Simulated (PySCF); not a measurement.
I3Sb, SMILES [I][Sb+]([I])[I], charge +1, multiplicity 2.

The structure is a stationary point at PBE-D3(BJ)/def2-SVP. The def2 effective core potentials stand for the cores of I, Sb; spin–orbit coupling is left out.

All values below come from PBE-D3(BJ)/def2-SVP in PySCF.

Frequencies are harmonic and unscaled.

Modes within 1.5 cm⁻¹ of each other (mostly degenerate sets) share a row, with their intensities summed.

**Question.** Estimate the vibrational spectrum. (The exact figures need the calculation; the answer reports its results.)

**Answer.** 
| mode | ν (cm⁻¹) | IR (km/mol) | moving atoms (share of kinetic energy) |
|---|---|---|---|
| 1–2 | 50 | 0.3 | I 89 %, Sb 11 % |
| 3 | 63 | 0.2 | I 53 %, Sb 47 % |
| 4 | 163 | 0.9 | I 71 %, Sb 29 % |
| 5–6 | 195 | 15.4 | Sb 60 %, I 40 % |
